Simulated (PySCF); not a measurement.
HW(OH), quintet: computed properties

All numbers come from UPBE0 in PySCF with W def2-TZVP with ECP60, H def2-TZVP, O def2-TZVP; scalar-relativistic core potentials, no spin–orbit coupling; density-fitted integrals.

The structure is a minimum.

```xyz
4
charge 0 multiplicity 5, angstrom
W     0.1327    0.0007   -0.0858
H     1.6750   -0.0020    0.7067
O    -1.5178   -0.0536    0.8444
H    -1.8722    0.7349    1.2690
```

| Property | Result |
| --- | --- |
| Point group | C1 |
| Bond lengths | O–H 0.963 Å, W–H 1.734 Å, W–O 1.895 Å |
| Bond angles | H–O–W 120.9°, H–W–O 123.4° |
| Enthalpy at 298.15 K above 0 K | 12.00 kJ/mol |
| Highest occupied level (α) | -5.70 eV |
| Dipole moment | 1.47 D |
| Atomisation energy without zero-point energy | 1189 kJ/mol |
| Principal quadrupole moments (Buckingham, traceless) about the centre of mass | -6.14, -1.90, 8.04 D Å |
| Zero-point energy | 47.8 kJ/mol |
| Lowest empty level (β) | -1.84 eV |
| Heat capacity Cp at 298.15 K | 52.0 J/(mol K) |
| Entropy at 298.15 K and 1 bar (electronic part: spin only) | 285.1 J/(mol K) |
| Rotational constants | 6.237, 0.2819, 0.2748 cm⁻¹ |
| Rotational symmetry number | 1 |
| Spin squared ⟨S²⟩ | 6.017 |
| Principal polarisabilities | 50.6, 51.9, 54.9 bohr³ |

Harmonic modes (masses in u: W 183.951, H 1.008, O 15.995):
```
symmetry  ω (cm⁻¹)  IR (km/mol)  μ (u)
       a       380         86.0   1.10
       a       489         41.0   1.06
       a       685          225   8.93
       a       704         46.6   1.12
       a      1911          169   1.01
       a      3825         87.2   1.07
```

Charges (e):
```csv
atom,Mulliken,Löwdin,polar tensor,spin (Mulliken),Mayer order to W1
W1,0.44,0.32,0.76,4.13,–
H2,-0.13,-0.14,-0.25,-0.11,0.97
O3,-0.65,-0.33,-0.80,-0.03,1.09
H4,0.33,0.16,0.29,0.02,0.03
```
Other Mayer orders above 0.3: O–H 0.88.

Mulliken populations on W1 (electrons outside its core potential): s 2.89, p 6.29, d 4.33, f 0.04.

Only a few start shapes were tried, so a lower isomer may exist. With open d or f shells other occupations or spin states may lie lower. Spin–orbit coupling, left out here, can matter for elements this heavy.

The final relaxation and frequency run took 70 s on 2 threads of a shared Arm Neoverse V2 host, with 83 basis functions and 23 gradients; the process peaked at 0.98 GiB.
